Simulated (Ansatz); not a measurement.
System: C4H10B, charge 0, multiplicity 2. It need not be the lowest isomer of its formula. SMILES: [CH2]B(C)CC
Structure (B3LYP-D3(BJ)/def2-TZVP (Ansatz, a first-principles code) minimum search):
```
B
C 1 1.5387
H 2 1.0864 1 123.11
H 2 1.0871 3 113.79 1 -179.99
C 1 1.5720 2 120.47 3 0.06
H 5 1.0910 1 114.66 2 0.10
H 5 1.0965 6 108.07 1 -123.69
H 5 1.0965 6 108.06 7 -112.72
C 1 1.5788 2 117.95 3 180.00
H 9 1.0998 1 107.47 2 54.41
H 9 1.1000 10 103.12 1 113.12
C 9 1.5294 10 109.84 11 117.00
H 12 1.0921 9 111.96 10 -56.31
H 12 1.0923 13 107.42 9 122.59
H 12 1.0923 13 107.42 14 114.84
```
Charge 0, spin multiplicity 2.

Property: atomisation energy (electronic, to ground-state atoms); the coupled-cluster value holds the core correlation from cc-pwCVTZ, in kcal/mol. Correlated levels leave the core frozen unless marked. UHF or UKS for open shells. Spin-orbit coupling is left out. Non-relativistic. CBS marks a two-point X^-3 extrapolation of the correlation energy; Hartree-Fock from the larger set.

Level to compare with: CCSD(T)/CBS(cc-pVTZ,cc-pVQZ) plus the core term (Ansatz), 1393.7 kcal/mol. It is a level with limits of its own, and the differences hold the functionals' basis error too.

Problem. Rank these functionals by how close they come to CCSD(T)/CBS(cc-pVTZ,cc-pVQZ), closest first: revPBE/def2-TZVPD (Ansatz); PBE0/def2-TZVPD (Ansatz); wB97X-V/def2-TZVPD (Ansatz).

Solution. wB97X-V/def2-TZVPD (range-separated hybrid with VV10, 1392.7 kcal/mol, difference -1.0), PBE0/def2-TZVPD (global hybrid, 1399.0 kcal/mol, difference 5.3), revPBE/def2-TZVPD (GGA, 1367.8 kcal/mol, difference -25.9)
